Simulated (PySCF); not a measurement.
**EPR parameters of C5H7F2**

Compound: C5H7F2 (doublet state).
Cartesian coordinates in Å at the GFN2-xTB level; atoms count from 1:
```xyz
14
C5H7F2 angstrom
F     -1.1158   -1.2722    1.1618
C     -0.8807   -0.7775   -0.0991
C      0.5930   -0.9685   -0.4544
C      1.2995    0.2006    0.2472
C      0.2776    1.2678    0.2925
C     -1.0518    0.7581   -0.0992
F     -2.0725    1.1730    0.7343
H     -1.5803   -1.2944   -0.7634
H      0.9498   -1.9408   -0.1199
H      0.7108   -0.8976   -1.5353
H      2.2133    0.5104   -0.2680
H      1.5970   -0.0901    1.2643
H      0.4230    2.2377    0.7235
H     -1.3636    1.0930   -1.1064
```

The hyperfine couplings belong to this conformer and change with its torsions.

As a line formula: `F[C@@H]1CC[CH][C@@H]1F` [radical].

Method used: UKS B3LYP, pcH-1 on C F H, non-relativistic, mean-field spin-orbit, GIAO in PySCF. The structure is a single GFN2-xTB conformer in the gas phase; no vibrational or solvent corrections. A GFN2-xTB geometry isn't a minimum of the functional, and hyperfine couplings can be far from their values at a DFT geometry. No stability test was run, so a lower SCF solution isn't excluded.

| Item | Value |
| --- | --- |
| g1, g2, g3 | 2.00198, 2.00259, 2.00283 |
| g_iso | 2.00247 |
| Form of g | rhombic: the two nearest values differ by 28 % of g3 − g1 |
| ⟨S²⟩ | 0.7539 (exact 0.7500) |
| Total energy | -394.38793 Eh |
| Basis functions | 245 |

Isotropic coupling and dipolar principal values T1 to T3, in MHz; ρ(0) is the spin density at the nucleus:

```
atom  isotope  a_iso     T1     T2     T3  Mulliken spin population  ρ(0) (bohr⁻³)
  F1      19F    1.4   -4.8   -1.2    6.1                      0.00         0.0003
  C2      13C   10.5   -2.7   -1.3    4.0                      0.01         0.0094
  C3      13C    4.0   -1.1   -0.9    2.0                      0.00         0.0036
  C4      13C  -30.1   -2.6    0.4    2.2                     -0.08        -0.0267
  C5      13C   91.8  -79.3  -79.2  158.5                      1.00         0.0816
  C6      13C  -28.8   -2.9   -0.2    3.1                     -0.05        -0.0256
  F7      19F  162.2  -55.5  -48.3  103.8                      0.02         0.0385
  H8       1H   -1.2   -2.4   -1.7    4.0                      0.00        -0.0003
  H9       1H    0.2   -2.0   -1.5    3.5                      0.00         0.0001
 H10       1H   -2.5   -2.8   -2.5    5.4                      0.00        -0.0006
 H11       1H   90.6   -5.1   -4.1    9.2                      0.03         0.0203
 H12       1H  144.0   -5.4   -3.0    8.4                      0.06         0.0322
 H13       1H  -61.9  -37.6   -0.8   38.5                     -0.04        -0.0138
 H14       1H  119.5   -6.7   -1.9    8.6                      0.05         0.0267
```

The largest Mulliken spin populations are on C5 (+1.00), C4 (-0.08) and H12 (+0.06). No atom but C5 exceeds +0.15. The angles at C5 add up to 359.1°, so it is planar; its axial dipolar tensor and the negative coupling of its proton fit spin in a p orbital normal to that plane.

Axes: g3 points within 15° of the C5–C6 bond.

Under fast tumbling the dipolar parts average out, and these isotropic splittings remain (the largest six): 1 × 19F (F7, I = 1/2, 2 lines) with 5.79 mT, 1 × 1H (H12, I = 1/2, 2 lines) with 5.14 mT, 1 × 1H (H14, I = 1/2, 2 lines) with 4.26 mT, 1 × 1H (H11, I = 1/2, 2 lines) with 3.23 mT, 1 × 1H (H13, I = 1/2, 2 lines) with 2.21 mT and 1 × 1H (H10, I = 1/2, 2 lines) with 0.09 mT.

The 13C coupling of C5 (91.8 MHz) shows only in satellite lines or after enrichment, since that isotope makes up about 1.07 % of natural carbon.

Examples of negative spin density at the nucleus (bohr⁻³): C4 (-0.0267), C6 (-0.0256) and H13 (-0.0138).

On one thread of an Arm Neoverse V2, shared host with 192 logical CPUs at a one-minute load of 65, this took 46 s (grids of density and orbitals included) and 0.92 GiB of memory at its peak.
